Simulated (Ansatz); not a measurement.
`C[SiH2]Br` + `BNC` → `BN(C)[SiH2]C` + HBr at 400 K and 1 bar (ligand exchange at the Si–Br bond).

Computed with Ansatz on PBE0-D4/def2-TZVP structures; ΔE is electronic, products minus reactants. CCSD(T)/CBS adds triple-zeta CCSD(T) − MP2 to the extrapolated MP2 energy (def2 sets, frozen cores). For Br outer-core shells are correlated without core-valence functions, which leaves a few kJ/mol of doubt a bond. Scalar relativity is left out up to krypton. Each species was taken in one conformer, which may not be the lowest.

```
       species  CCSD(T)/CBS energy (Eh)  H − E (kJ/mol)  S (J/(mol·K))
   `C[SiH2]Br`              -2903.51417           168.6          335.0
         `BNC`               -121.18426           222.8          289.6
`BN(C)[SiH2]C`               -450.75646           354.4          402.4
           HBr              -2573.91920            27.6          207.2
```

H − E and S are ideal-gas, rigid-rotor, harmonic terms from PBE0-D4/def2-TZVP, for one conformer and one mirror image of each species. 1 Eh = 2625.50 kJ/mol, R = 8.31446 J/(mol·K).

By hand: ΔE, ΔH, ΔS and ΔG.

ΔE = (-450.75646) + (-2573.91920) − (-2903.51417) − (-121.18426) = 0.02277 Eh = 59.8 kJ/mol. Δ(H − E) = 354.4 + 27.6 − 168.6 − 222.8 = -9.4, so ΔH = 50.4 kJ/mol. ΔS = 402.4 + 207.2 − 335.0 − 289.6 = -15.0 J/(mol·K). ΔG = 50.4 − 400 × (-15.0)/1000 = 56.4 kJ/mol.

By hand: the equilibrium constant, and the temperature at which ΔG would vanish if ΔH and ΔS stayed fixed.

log₁₀ K = −ΔG/(RT ln 10) = -7.4. ΔH and −TΔS have one sign here, so there is no such temperature.

ΔH outweighs TΔS. A doubt of 5 kJ/mol in ΔE shifts log₁₀ K by 0.7 here. Other conformers and mirror images would add mixing entropy, several J/(mol·K) or more a flexible species. Modes under 60 cm⁻¹, often nearly free rotors, make the harmonic entropy too high. These are equilibria of isolated gas molecules and say nothing of rates. Largest T1 diagnostic: 0.012 (customary marks: 0.02 for closed shells, 0.045 for open ones).
